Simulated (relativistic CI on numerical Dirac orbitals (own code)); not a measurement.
Ligand-field terms of d3

Computed with a parametric ligand-field model of a d^n configuration (Racah B and C, spin-orbit zeta, crystal field), exact diagonalisation.

Field parameters in Wybourne normalisation: D3d B²₀ = −7Dσ, B⁴₀ = −14Dq − 21Dτ, B⁴₃ = −14√(10/7) Dq; D4h B²₀ = −7Ds, B⁴₀ = 21(Dq − Dt), B⁴₄ = 21√(5/14) Dq; Oh B⁴₀ = 21Dq, B⁴₄ = √(5/14) B⁴₀. The field is a parameter set, without covalency.

Q: Ground term and bands for B = 500, C = 2170, ζ = 0 cm⁻¹, D3d, 10Dq = 8850, Dσ = -490, Dτ = 180 cm⁻¹?

A: Ground term 4A2 with 0.01 electrons in the two orbitals of the cubic e set. Spin-allowed: 4E 9617 cm⁻¹ (1040 nm), 4A1 9809 cm⁻¹ (1020 nm), 4A2 13268 cm⁻¹ (754 nm), 4E 14842 cm⁻¹ (674 nm). Lowest spin-forbidden: 2E 9998 cm⁻¹ (1000 nm), 2E 10459 cm⁻¹ (956 nm), 2A2 10889 cm⁻¹ (918 nm).

Q: Ground term and bands for B = 650, C = 2780, ζ = 0 cm⁻¹, D4h, 10Dq = 20550, Ds = -1090, Dt = 180 cm⁻¹?

A: Ground term 4B1 with 0.00 electrons in the two orbitals of the cubic e set. Spin-allowed: 4E 18589 cm⁻¹ (538 nm), 4B2 20550 cm⁻¹ (487 nm), 4E 24588 cm⁻¹ (407 nm), 4A2 29958 cm⁻¹ (334 nm). Lowest spin-forbidden: 2E 11926 cm⁻¹ (838 nm), 2B1 13099 cm⁻¹ (763 nm), 2A1 13298 cm⁻¹ (752 nm).

Q: Ground term and bands for B = 920, C = 3320, ζ = 0 cm⁻¹, D4h, 10Dq = 24700, Ds = -470, Dt = -340 cm⁻¹?

A: Ground term 4B1 with 0.00 electrons in the two orbitals of the cubic e set. Spin-allowed: 4B2 24700 cm⁻¹ (405 nm), 4E 27391 cm⁻¹ (365 nm), 4E 35723 cm⁻¹ (280 nm), 4A2 37685 cm⁻¹ (265 nm). Lowest spin-forbidden: 2B1 16784 cm⁻¹ (596 nm), 2A1 16844 cm⁻¹ (594 nm), 2E 17629 cm⁻¹ (567 nm).

Q: Ground term and bands for B = 1000, C = 3670, ζ = 0 cm⁻¹, Oh, 10Dq = 31850 cm⁻¹?

A: Ground term 4A2 with 0.00 electrons in the two orbitals of the cubic e set. Spin-allowed: 4T2 31850 cm⁻¹ (314 nm), 4T1 42370 cm⁻¹ (236 nm), 4T1 68180 cm⁻¹ (147 nm). Lowest spin-forbidden: 2E 18538 cm⁻¹ (539 nm), 2T1 19404 cm⁻¹ (515 nm), 2T2 28875 cm⁻¹ (346 nm). With an A2 ground term the first spin-allowed band lies at |10Dq| itself.

Q: A d3 ion in Oh symmetry has the ground term 4A2 and bands at 2E 7423 cm⁻¹ (1347 nm), 2T1 7616 cm⁻¹ (1313 nm), 2T2 12131 cm⁻¹ (824 nm), 4T2 31850 cm⁻¹ (314 nm), 4T1 36118 cm⁻¹ (277 nm), 4T1 64982 cm⁻¹ (154 nm). Which parameters reproduce them?

A: B = 370, C = 1460, ζ = 0 cm⁻¹, Oh, 10Dq = 31850 cm⁻¹.
